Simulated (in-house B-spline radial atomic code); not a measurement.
The numbers below are computed, except where a source is named.
**V in an electron gas of r_s = 2: phase shifts, screening, friction and resistivity**

A nucleus sits in a uniform electron gas with a rigid positive background. The Kohn-Sham equations are solved self-consistently in the spin-unpolarised LDA (PW92), non-relativistic, on B-splines with outgoing waves at the boundary and partial waves to l = 8. The model has no lattice, no bands and no magnetic solution. Atomic units; δ_l are the phase shifts at the Fermi level, counted so that each bound state adds π, and good to about 0.0005.

The density parameter is r_s = 2 bohr, near that of the valence electrons of Si (4 per atom, density 2.33 g/cm³, mass 28.09 u, which gives r_s = 2.01).

```tsv
l	δ_l (rad)
0	8.7029
1	6.1264
2	1.7738
3	0.0177
4	0.0039
5	0.0005
6	-0.0002
7	-0.0004
8	-0.0003
```

Bound levels below the band bottom (hartree): s -194.4, s -21.01, p -17.63, s -1.8, p -0.8984.

(1) Check the Friedel sum rule, and say where the screening charge sits.

(2) Find the transport cross section and the electronic stopping of a 10 keV V ion (mass 50.94 u).

(3) What residual resistivity would 1 atomic per cent of such centres give in a metal of this density?

(4) On a substitutional site the background of one host ion, a sphere holding 4 charges, is taken out. The phase shifts for l = 0 to 4 become 8.2767, 5.7235, 1.0546, -0.0835, -0.0237. What follows?

Answers

(1) k_F = (9π/4)^(1/3)/r_s = 0.95958. The rule is Z = (2/π) Σ (2l + 1) δ_l. The terms are s 5.540, p 11.701, d 5.646, f 0.079 and 0.017 beyond, in all 22.983 against Z = 23. Bound states hold 6 s, 12 p, 0 d electrons, so the scattering states carry 4.98 in all; where a term is smaller than its bound count, the bound level has drawn weight out of the band.

(2) σ_tr = (4π/k_F²) Σ (l + 1) sin²(δ_l − δ_(l+1)). The terms for l = 0 to 3 are 0.2868, 1.7521, 2.8982, 0.0008, all together 4.9378, so σ_tr = 13.647 × 4.9378 = 67.388 bohr². With n = 3/(4π r_s³) = 0.02984, the friction coefficient is Q = n k_F σ_tr = 1.9297. For v well below v_F = 0.960, dE/dx = Q v; with 24801 eV per u at v = 1, v = √(10000/(24801 × 50.94)) = 0.0890, so dE/dx = 0.17168 hartree/bohr = 88.3 eV/nm. The largest term couples the d and f waves.

(3) Δρ = k_F n_i σ_tr/n in atomic units of 21.74 μΩ·cm. With one host atom per 4 electrons, n_i/n = 0.01/4, so Δρ = 0.9596 × 0.00250 × 67.388 × 21.74 = 3.51 μΩ·cm. This is an atom added to the gas, as on an interstitial site.

(4) The Friedel sum is now 18.99, for Z − 4 = 19. The sum in σ_tr is 4.7928, so σ_tr = 65.41 bohr² and Δρ = 3.41 μΩ·cm per atomic per cent, 0.97 times the value above. A real host ion scatters too, so this model doesn't give zero even for the host's own atom.
